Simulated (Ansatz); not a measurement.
This geometry of CH6AlO2PSi (12 atoms, charge 0, multiplicity 1) is a first-order saddle point.

These are results of RKS B3LYP/def2-SVP in Ansatz 0.2.0, not measurements.

```xyz
12
Properties=species:S:1:pos:R:3
P -2.383 -0.913 1.477
Al -0.591 -0.229 0.359
C 1.348 0.051 0.744
O 1.831 0.655 -0.470
Si 0.869 0.722 -1.848
O -0.636 0.245 -1.307
H -3.689 -1.038 0.979
H -2.372 -1.292 2.828
H 1.906 -0.884 0.945
H 1.565 0.725 1.591
H 1.370 -0.211 -2.895
H 0.858 2.114 -2.368
```

(1) Which two structures does it join? (They come from a converged band through this point; their orientation in space is the band's.)

(2) How far does it lie above each of them?

## Answers

(1) No bond is made or broken. The height of P1 over the plane of its neighbours goes from 0.87 to -0.87 Å. The two ends are copies of one structure, up to a mirror image or an exchange of like atoms.

First end point:

```xyz
12
Properties=species:S:1:pos:R:3
P -2.627 -0.399 1.721
Al -0.688 -0.067 0.467
C 1.291 0.037 0.768
O 1.825 0.408 -0.516
Si 0.806 0.666 -1.825
O -0.719 0.365 -1.213
H -3.176 -1.288 0.744
H -2.039 -1.444 2.503
H 1.752 -0.914 1.095
H 1.593 0.789 1.522
H 1.138 -0.276 -2.929
H 0.922 2.070 -2.305
```

Last end point:

```xyz
12
Properties=species:S:1:pos:R:3
P -2.435 -1.452 1.413
Al -0.622 -0.427 0.362
C 1.299 -0.014 0.753
O 1.799 0.546 -0.476
Si 0.803 0.681 -1.821
O -0.670 0.097 -1.292
H -3.334 -0.418 1.000
H -2.146 -0.847 2.677
H 1.904 -0.899 1.027
H 1.449 0.714 1.573
H 1.331 -0.141 -2.943
H 0.698 2.105 -2.240
```

(2) 0.63 eV above the first and 0.63 eV above the second. This is the barrier of this one path; another mechanism may lie lower.

Time of the run: 8.3 min on 2 threads of Arm Neoverse N1, with other jobs on the host, peak memory 0.32 GiB.
